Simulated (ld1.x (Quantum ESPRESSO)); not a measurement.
# Pt TM: all-electron and pseudo phase curves

| Quantity | Value |
| --- | --- |
| Element | Pt (Z = 78) |
| Generator | ld1.x (Quantum ESPRESSO) 7.5 |
| Type | norm-conserving Troullier–Martins (Kleinman–Bylander form) |
| Functional | PBEsol |
| Relativity | scalar-relativistic |
| Frozen core | [Xe] 4f14 |
| Valence charge | 10 |
| Reference configuration | 5d9 6s0 6p0 (charge +1) |
| Partial waves | 6s (bound, empty): rc 1.75 bohr; 6p (bound, empty): rc 2.20 bohr; 5d (bound): rc 2.00 bohr |
| Local potential | all-electron potential smoothed inside 1.65 bohr (lloc = -1) |
| Core correction | Bessel-smoothed model core inside 1.20 bohr |

The phase is arctan(r·u′/u) with u = r·R(r), unwrapped; energies in Ry, scanned from -3 to 5 Ry. A pole is an energy at which the radial function vanishes at the test radius. The pseudo phase is shifted by a multiple of π to meet the all-electron one at the reference energy, and phase errors are pseudo minus all-electron; the curves can meet again beyond the range given. Levels narrower than the energy grid can be missing from the lists of poles.

```
channel  radius (bohr)  reference energy (Ry)  poles, all-electron  poles, pseudo  unbroken range about the reference energy with phases within 0.05 rad  phase error 1 Ry above the reference energy (rad)
      s           2.40                  -0.95                 1.99           1.83                                                              below 3.3                                             -0.003
      p           2.40                  -0.48                 4.04    -1.46, 3.94                                                            -1.2 to 0.3                                             +0.063
      d           2.40                  -1.05                -0.47          -0.48                                                              below 2.4                                             -0.001
```

Note: ghost states, extra bound levels that the all-electron valence spectrum of the same l lacks: s at -74.0 eV, p at -20.2 eV. A true bound ghost makes a file unfit for plane-wave use.

Phases in the s channel:

```csv
E (Ry),all-electron,pseudo
-3.00,1.208,1.210
-2.76,1.175,1.176
-2.52,1.133,1.134
-2.28,1.078,1.078
-2.04,1.002,1.002
-1.80,0.893,0.893
-1.56,0.729,0.729
-1.32,0.470,0.469
-1.08,0.079,0.079
-0.84,-0.383,-0.383
-0.60,-0.761,-0.761
-0.36,-1.010,-1.011
-0.12,-1.168,-1.170
0.12,-1.274,-1.276
0.36,-1.348,-1.352
0.60,-1.403,-1.408
0.84,-1.446,-1.452
1.08,-1.481,-1.488
1.32,-1.509,-1.518
1.56,-1.534,-1.544
1.80,-1.555,-1.567
2.04,-1.574,-1.589
2.28,-1.592,-1.610
2.52,-1.608,-1.631
2.76,-1.624,-1.652
3.00,-1.639,-1.675
3.24,-1.654,-1.701
3.48,-1.670,-1.731
3.72,-1.685,-1.768
3.96,-1.702,-1.818
4.20,-1.720,-1.891
4.44,-1.739,-2.014
4.68,-1.761,-2.263
4.92,-1.786,-2.869
```
